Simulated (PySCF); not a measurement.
**TlSn: frontier orbitals**

PBE0 at R = 2.918 Å; Tl def2-SVP with ECP60, Sn def2-SVP with ECP28; scalar-relativistic core potentials (PySCF 2.14). State: ⁴Σ⁻ (quartet), unpaired electrons σ ↑, π ↑↑. Only the outer orbitals are listed, counted within each symmetry, core potentials removing the inner ones.

| spin | orbital | occ. | ε (eV) | on Tl (%) | main shells (%) |
| --- | --- | --- | --- | --- | --- |
| α | 7σ | 1 | -12.94 | 37 | 61 Sn s, 33 Tl s |
| α | 8σ | 1 | -10.39 | 61 | 60 Tl s, 34 Sn s |
| α | 9σ | 1 | -5.22 | 42 | 56 Sn p, 38 Tl p |
| α | 5π | 1 | -4.93 | 22 | 78 Sn p, 21 Tl p |
| α | 5π | 1 | -4.93 | 22 | 78 Sn p, 21 Tl p |
| α | 6π | 0 | -1.71 | 78 | 78 Tl p, 21 Sn p |
| α | 6π | 0 | -1.71 | 78 | 78 Tl p, 21 Sn p |
| α | 10σ | 0 | 0.15 | 69 | 72 Tl p, 36 Sn p |
| β | 7σ | 1 | -11.45 | 60 | 57 Tl s, 39 Sn s |
| β | 8σ | 1 | -9.11 | 42 | 56 Sn s, 39 Tl s |
| β | 9σ | 0 | -2.50 | 49 | 49 Sn p, 46 Tl p |
| β | 5π | 0 | -2.28 | 55 | 54 Tl p, 45 Sn p |
| β | 5π | 0 | -2.28 | 55 | 54 Tl p, 45 Sn p |

Which are the highest filled and the lowest empty level, where do they sit, and how wide is the gap?

Highest filled α 5π at -4.93 eV (in %: 78 Sn p, 21 Tl p); lowest empty β 9σ at -2.50 eV (in %: 49 Sn p, 46 Tl p); the gap at PBE0 is 2.43 eV.

* bond order (Mayer): 1.30
* ⟨S²⟩: 3.753
* charge on Tl (Mulliken, basis-dependent): 0.16
* charge on Tl (Löwdin, basis-dependent): 0.08
* dipole moment (positive dipole means Tl(−)Sn(+)): -2.22 D
* polarisability along the bond: 182.4 bohr³
* polarisability across the bond: 54.7 bohr³

These are scalar-relativistic numbers at best; spin–orbit coupling would shift them, the dissociation energy most. The state was picked by a PBE0 search and need not be the measured ground state.
